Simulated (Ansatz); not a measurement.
Born–Oppenheimer molecular dynamics of CH6ClGa (9 atoms, charge 0, multiplicity 1). It starts at the highest image of a converged band, a first-order saddle point between two minima.

The calculation used Ansatz 0.2.0, RKS B3LYP-D4/def2-SVP.

- ensemble: NVE (velocity Verlet)
- time step: 0.5 fs
- steps asked: 200
- starting velocities drawn for: 300 K
- seed: 9489

First frame:

```xyz
9
Properties=species:S:1:pos:R:3
Ga 0.013 -0.055 -0.023
H -0.137 -0.070 1.674
H 1.458 0.361 -0.433
C -1.728 0.006 -0.931
H -2.464 -0.606 -0.390
H -2.095 1.045 -0.973
H -1.638 -0.369 -1.961
Cl 0.255 -2.495 0.842
H 0.025 -1.210 1.573
```

**Question.** How far do the bonds stretch over the last three quarters of this one trajectory? (Pairs bonded in most of those frames.)

**Answer.** 
| bond | mean (Å) | spread (Å) | shortest | longest |
| --- | --- | --- | --- | --- |
| Ga1–H2 | 1.655 | 0.082 | 1.52 | 1.81 |
| Ga1–H3 | 1.570 | 0.028 | 1.52 | 1.62 |
| Ga1–C4 | 1.977 | 0.017 | 1.95 | 2.00 |
| Ga1–Cl8 | 2.739 | 0.020 | 2.71 | 2.79 |
| C4–H5 | 1.102 | 0.014 | 1.08 | 1.13 |
| C4–H6 | 1.106 | 0.020 | 1.07 | 1.13 |
| C4–H7 | 1.102 | 0.014 | 1.08 | 1.13 |
| Cl8–H9 | 1.395 | 0.118 | 1.25 | 1.64 |

Mean temperature of the second half: 261 K. The conserved energy stayed within 0.12 meV per atom of its start (net change 0.094 meV per atom), so the integration is sound. A run of 0.1 ps of so small a system gives no equilibrium averages. The orbitals stay closed-shell, which can raise the energy where a bond breaks towards radicals; this wasn't checked here.

The run took 9.1 min on 2 threads of Intel(R) Xeon(R) Platinum 8259CL CPU @ 2.50GHz (Skylake/Cascade Lake), on a shared host, peak memory 0.23 GiB.
